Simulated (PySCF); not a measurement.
## Calculated data, C$_{2}$H$_{6}$BGe

All values are calculated (PySCF 2.14.0). Calculation on a computer-drawn molecule: the log of a Hartree-Fock and frozen-core CCSD(T) single point meant for a local Hartree-Fock minimum, with one planted fault or none, to be diagnosed. Offsets are logged minus clean, where the clean run is the same molecule without the fault. The reference is restricted for singlets and unrestricted otherwise, and also for a bond in bohr or an excited solution. Adding or removing an electron swaps singlet and doublet. The excited solution moves the top pair (singlet) or top alpha electron (doublet) to the lowest empty orbital. Highest occupied and lowest empty are orbital energies over both spins, largest force is the largest gradient component, triples share is (T) over the correlation energy, the T1 limit is 0.02 restricted and 0.045 unrestricted, electrons count all cores, a negative frequency is imaginary (commonest isotopes), and the dipole is about the centre of nuclear charge; on germanium a core potential holds 10 electrons, which the energies leave out, and 3d is frozen in MP2 and coupled-cluster steps.

```yaml
- formula: C2H6BGe
  logged_structure:
    atoms_angstrom:
      - [B, -2.234, -1.0491, -0.5226]
      - [C, -0.8991, -1.0963, -0.1829]
      - [Ge, -0.3487, 0.2024, 1.158]
      - [C, 1.1378, 1.336, 0.5236]
      - [H, -3.3826, -0.9439, -0.7533]
      - [H, -0.1441, -1.7718, -0.5638]
      - [H, -1.5686, 1.0766, 1.5307]
      - [H, 2.0002, 0.7184, 0.267]
      - [H, 1.4305, 2.0447, 1.3003]
      - [H, 0.824, 1.8894, -0.3646]
  given:
    meant_charge: 0
    meant_multiplicity: 2
    meant_basis: cc-pVDZ
    meant_basis_and_core_potential_on_germanium: "cc-pVDZ-PP ECP10MDF"
    logged_electrons: 55
    logged_basis_functions: 95
    logged_SCF_converged: "yes"
    logged_spin_squared: 0.779
    "logged_highest_occupied [eV]": -7.6162
    "logged_lowest_empty [eV]": 1.4858
    "logged_largest_force [hartree/bohr]": 2.5619e-05
    "logged_lowest_frequency [cm^-1]": 93.636
    logged_T1_diagnostic: 0.017918
    logged_D1_diagnostic: 0.063765
    logged_triples_share: 0.034135
    logged_CC_converged: "yes"
    "logged_dipole_magnitude [debye]": 0.68914
    logged_SCF_stable_within_its_kind: "yes"
    "logged_energy_HF [hartree]": -397.21044
    "logged_energy_CCSD(T) [hartree]": -397.71385
    possible_faults: "no fault, one electron removed, one electron added, multiplicity raised by two, geometry at a saddle point, SCF held on an excited solution, minimal basis STO-3G, one bond length entered in bohr, all coordinates scaled"
    drawn_bonds_atom: [1, 2, 3, 1, 2, 3, 4, 4, 4]
    drawn_bonds_other_atom: [2, 3, 4, 5, 6, 7, 8, 9, 10]
    drawn_bonds_order: [2, 1, 1, 1, 1, 1, 1, 1, 1]
  results:
    planted_fault: null
```

Q: Which fault was planted in the run of C$_{2}$H$_{6}$BGe?
A: no fault

Further results for C$_{2}$H$_{6}$BGe:

* HF energy offset from clean run: 0 kcal/mol
* CCSD(T) energy offset from clean run: 0 kcal/mol
